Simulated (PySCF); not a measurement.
## Radial density of Rb⁺ (rubidium, charge +1)

B3LYP, [Kr], closed-shell 1S. Computed with PySCF 2.14 in def2-SVP with the def2 core potential (28 electrons) (5s3p2d, 24 functions), with scalar relativity through the core potential. This is the valence pseudo-density: the core potential removes the inner electrons and smooths the orbitals near the nucleus.

```csv
r (bohr),4πr²ρ (e/bohr)
0.0405,2.089e-05
0.0681,6.429e-05
0.115,0.0002281
0.193,0.001129
0.324,0.01064
0.545,0.2251
0.917,3.145
1.54,5.728
2.59,1.299
4.36,0.03509
7.34,2.723e-05
```

Energies and moments cover only the electrons outside the core potential.
